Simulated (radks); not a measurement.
Results of a calculation; reference values are marked as such.
Species: F3+. Configuration: [He] 2s2 2p1 7d1 (not the ground configuration).

Level of theory: scalar-relativistic Kohn-Sham, PBEsol, spin-polarised, spherical densities, finite nucleus; open shells are filled with parallel spins first; Fermi nuclear charge, rms radius 2.8976 fm (a radial shooting solver on a logarithmic mesh with Libxc functionals).

Energy parts (eV):
| part | energy |
|---|---|
| total | -2508.310 |
| kinetic | 2508.959 |
| electron-nucleus | -5508.622 |
| Hartree | 692.843 |
| exchange-correlation | -201.489 |

Orbitals (lengths in bohr, moments of r in powers of bohr; <r^-3> diverges for s and p1/2; r(90%) holds 90 % of the orbital's charge):
orbital  occ.  eigenvalue (eV)     <r>     <r^4>   <r^-3>  r(90%)
1s up       1        -772.9540  0.1762  0.004562        -   0.315
1s down     1        -771.5135  0.1759  0.004515        -   0.315
2s up       1        -115.5477  0.8362     1.170        -    1.29
2s down     1        -112.0754  0.8450     1.229        -    1.31
2p up       1         -98.3547  0.7689     1.042    13.79    1.25
2p down     0         -94.5398  0.7807     1.122    13.47    1.28
7d up       1          -4.4544   16.28    114300  0.02129    22.0

The highest occupied level is 7d up at -4.454 eV. The configuration is held as typed, so some empty levels lie below it. Summed over all electrons, <r^2> = 299.6 bohr^2, which gives a Langevin (diamagnetic) susceptibility term of -237 x 10^-6 cm^3/mol. Spin moment in Bohr magnetons: 2. The spin density at the nucleus is -0.0936 e/bohr^3 (1s -0.6174, 2s 0.5238). The electron density at the nucleus is 475.1 e/bohr^3 (large components only). The density falls to 0.001 e/bohr^3 at r = 2.07 bohr.
